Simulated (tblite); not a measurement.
lutetium atom (Lu), doublet (GFN-xTB shapes and energies of metal compounds can be far from the true ones); GFN1-xTB in tblite.

The tblite input:
```
$ tblite run mol.xyz --method gfn1 --charge 0 --spin 1 --spin-polarized --json tblite.json --no-restart

# file mol.xyz
1

Lu     0.00000000     0.00000000     0.00000000
```

Question: What does tblite print? Leave out banner, timings and long lists.

Answer: 
```
xTB calculator
 | screened Coulomb repulsion
 | Coulomb electrostatics
 |  * isotropic Klopman-Ohno-Mataga-Nishimoto electrostatics
 |  * onsite third-order electrostatics
 | DFT-D3(BJ) dispersion correction
 | Interactions (1)
 | [1] spin polarization

halogen bonding energy    0.0000000000000E+00 Eh
repulsion energy          0.0000000000000E+00 Eh
dispersion energy         0.0000000000000E+00 Eh
interaction energy        0.0000000000000E+00 Eh
number of electrons       3.0000000000000E+00 e
integral cutoff           3.5723826613877E+01 bohr

------------------------------------------------------------
  cycle        total energy    energy error   density error
------------------------------------------------------------
      1    -0.6163609478824  -6.1636095E-01   4.0824829E-01
      2    -0.6163609478824   0.0000000E+00   2.4494897E-01
      3    -0.6163609478824   0.0000000E+00   1.4695469E-05
------------------------------------------------------------

electronic energy        -6.1636094788243E-01 Eh
total energy             -6.1636094788243E-01 Eh

Post processing:
 | Mayer-Wiberg bond orders

[Info] JSON dump of results written to 'tblite.json'
```
